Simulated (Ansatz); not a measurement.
Start from `C[O][W]([OH])([F])(=[S])[Cl]` and change one atom or group to get `C[O][W]([F])(=[S])([Cl])[Cl]`.

Ansatz, PBE0-D4/def2-TZVP geometries, multiplicity 1. Each molecule was computed in one conformer, which needn't be the lowest.

Elements past krypton have def2 core potentials.

| property | `C[O][W]([OH])([F])(=[S])[Cl]` |
| --- | --- |
| HOMO–LUMO gap (ωB97M-V/def2-TZVPP) / eV | 9.38 |
| LUMO energy (PBE/def2-TZVPP) / eV | -3.70 |
| size of the dipole moment (B3LYP/def2-TZVPP) / D | 3.25 |
| HOMO–LUMO gap (B3LYP/def2-TZVPP) / eV | 4.67 |
| size of the dipole moment (ωB97M-V/def2-TZVPP) / D | 3.15 |
| LUMO energy (ωB97M-V/def2-TZVPP) / eV | -0.84 |

**Question.** What does the change do to each property? (An estimate is asked.)

**Answer.** Computed: 
```tsv
property	`C[O][W]([F])(=[S])([Cl])[Cl]`	shift
HOMO–LUMO gap (ωB97M-V/def2-TZVPP) / eV	9.07	-0.31
LUMO energy (PBE/def2-TZVPP) / eV	-4.09	-0.39
size of the dipole moment (B3LYP/def2-TZVPP) / D	3.31	0.06
HOMO–LUMO gap (B3LYP/def2-TZVPP) / eV	4.45	-0.22
size of the dipole moment (ωB97M-V/def2-TZVPP) / D	3.24	0.09
LUMO energy (ωB97M-V/def2-TZVPP) / eV	-1.34	-0.50
```

With PBE0 the HOMO falls by 0.22 eV and the LUMO falls by 0.46 eV, so the gap narrows by about 0.24 eV. PBE moves the HOMO by -0.24 eV and ωB97M-V by -0.18 eV. The zero-point energy changes by -33.3 kJ/mol with -3 modes. Dipoles are sizes alone; their direction can turn.

B3LYP here is the variant with VWN-RPA as its local correlation; programs differ in this.
